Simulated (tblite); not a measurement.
A geometry optimisation, step by step.

C7H14BFS.
Atom-mapped SMILES: `[CH2:1]=[CH:2][BH:3][S:4][C@@:5]([CH3:6])([F:7])[CH:8]([CH3:9])[CH3:10]` (hydrogens: H11, H12 on C1; H13 on C2; H14 on B3; H15, H16, H17 on C6; H18 on C8; H19, H20, H21 on C9; H22, H23, H24 on C10)

Computed with GFN2-xTB (tblite), gas phase: L-BFGS steps from a force-field or distance-geometry start until the largest atomic force falls under 0.01 eV/Å. 3 of its 128 geometries are shown.

Step 0: E = -851.8127 eV, largest atomic force 1.122 eV/Å
```
atom  x, y, z in Å  |  force x, y, z in eV/Å
C1      4.189    1.336    0.211   -0.948   0.320  -0.252
C2      2.908    1.271   -0.210    0.314  -1.074   0.077
B3      2.253   -0.111   -0.544   -0.241   0.563  -0.063
S4      0.442   -0.154   -1.132    0.575   0.026   0.418
C5     -0.344   -0.351    0.543   -0.644  -0.446  -0.014
C6     -0.080   -1.762    1.079    0.367  -0.264   0.670
F7      0.228    0.560    1.413   -0.028  -0.088  -0.062
C8     -1.866   -0.049    0.470   -0.526  -0.151  -0.124
C9     -2.147    1.403    0.071   -0.110   0.693   0.075
C10    -2.646   -1.006   -0.464    0.271  -0.258  -0.179
H11     4.614    2.302    0.445    0.244  -0.208   0.069
H12     4.788    0.445    0.322    0.005   0.216  -0.011
H13     2.322    2.176   -0.287    0.107   0.066  -0.014
H14     2.861   -1.115   -0.460   -0.198   0.126  -0.043
H15    -0.336   -2.527    0.332    0.082   0.431   0.321
H16    -0.666   -1.939    2.019    0.425   0.173  -0.837
H17     1.000   -1.875    1.342   -0.775   0.131  -0.247
H18    -2.292   -0.195    1.488    0.442   0.059  -0.312
H19    -1.637    2.109    0.766   -0.273  -0.533  -0.547
H20    -3.236    1.617    0.137    0.708  -0.221  -0.067
H21    -1.818    1.617   -0.964   -0.106  -0.208   0.615
H22    -2.266   -0.936   -1.509   -0.242  -0.057   0.823
H23    -3.715   -0.735   -0.460    0.548  -0.062  -0.010
H24    -2.569   -2.061   -0.118    0.001   0.767  -0.285
```

Step 64: E = -852.5622 eV, largest atomic force 0.138 eV/Å
```
atom  x, y, z in Å  |  force x, y, z in eV/Å
C1      4.447    1.375   -0.048   -0.032   0.059  -0.042
C2      3.254    1.204   -0.616   -0.006  -0.011   0.035
B3      2.112    0.456    0.110    0.072  -0.117  -0.007
S4      0.498    0.394   -0.606    0.034   0.037  -0.066
C5     -0.511   -0.434    0.718    0.100  -0.076   0.025
C6     -0.156   -1.913    0.780    0.015  -0.063   0.033
F7     -0.136    0.130    1.926   -0.009   0.042   0.020
C8     -2.009   -0.136    0.540    0.086  -0.032   0.072
C9     -2.252    1.344    0.232    0.002  -0.078  -0.005
C10    -2.634   -1.028   -0.527    0.035   0.072   0.046
H11     5.258    1.916   -0.515   -0.050  -0.046   0.018
H12     4.635    0.983    0.938    0.113  -0.004   0.027
H13     3.099    1.630   -1.601   -0.035  -0.011  -0.021
H14     2.313   -0.093    1.126   -0.041   0.104  -0.014
H15    -0.244   -2.384   -0.196   -0.059   0.095   0.036
H16    -0.798   -2.425    1.495   -0.055   0.018  -0.014
H17     0.872   -2.026    1.120    0.022   0.061  -0.012
H18    -2.448   -0.379    1.514   -0.109   0.056   0.029
H19    -1.655    1.985    0.879   -0.028  -0.091  -0.017
H20    -3.300    1.592    0.379   -0.002  -0.039   0.007
H21    -1.989    1.546   -0.803    0.017   0.051   0.031
H22    -2.042   -0.966   -1.438   -0.095  -0.042  -0.030
H23    -3.646   -0.687   -0.734    0.035  -0.037  -0.034
H24    -2.680   -2.061   -0.187   -0.009   0.053  -0.117
```

Step 127: E = -852.6231 eV, largest atomic force 0.010 eV/Å
```
atom  x, y, z in Å  |  force x, y, z in eV/Å
C1      4.455    1.361   -0.222    0.001  -0.009   0.002
C2      3.232    1.087   -0.676   -0.002   0.001  -0.004
B3      2.107    0.483    0.194    0.002   0.004   0.002
S4      0.521    0.272   -0.556   -0.004   0.004  -0.004
C5     -0.537   -0.455    0.795    0.000   0.005   0.004
C6     -0.190   -1.925    0.965    0.000   0.007   0.002
F7     -0.223    0.192    1.976   -0.003   0.001  -0.002
C8     -2.023   -0.191    0.506    0.000  -0.006  -0.002
C9     -2.296    1.308    0.393   -0.001  -0.006   0.001
C10    -2.493   -0.916   -0.751   -0.002   0.000  -0.001
H11     5.225    1.792   -0.842    0.003   0.000  -0.002
H12     4.730    1.161    0.801    0.000   0.000   0.006
H13     3.025    1.317   -1.716   -0.004   0.002  -0.004
H14     2.269    0.185    1.311    0.002  -0.009   0.005
H15    -0.267   -2.441    0.013    0.005   0.003   0.004
H16    -0.863   -2.384    1.687    0.004   0.001   0.000
H17     0.831   -2.015    1.334    0.001   0.003  -0.002
H18    -2.571   -0.576    1.375    0.000  -0.005  -0.003
H19    -1.914    1.834    1.265    0.003  -0.002   0.001
H20    -3.367    1.485    0.326    0.001   0.001  -0.003
H21    -1.819    1.712   -0.496    0.000   0.002   0.001
H22    -1.864   -0.643   -1.595   -0.007  -0.003  -0.003
H23    -3.517   -0.629   -0.975   -0.001   0.002   0.002
H24    -2.463   -1.995   -0.623    0.001   0.002  -0.001
```

**Question.** Summarise the path.

**Answer.** The energy falls by 78.18 kJ/mol from step 0 to step 127; nine tenths of that is first reached at step 61. It falls at every step. The largest force goes from 1.122 to 0.010 eV/Å. Among the bonds B3–S4 changes most, from 1.904 to 1.767 Å; the atoms move by 0.839 Å rms after alignment.

What follows is the cost of the whole relaxation. The run took 1.4 s on one thread, Arm Neoverse V1 (aarch64), shared host with 32 logical CPUs at a one-minute load of 27.
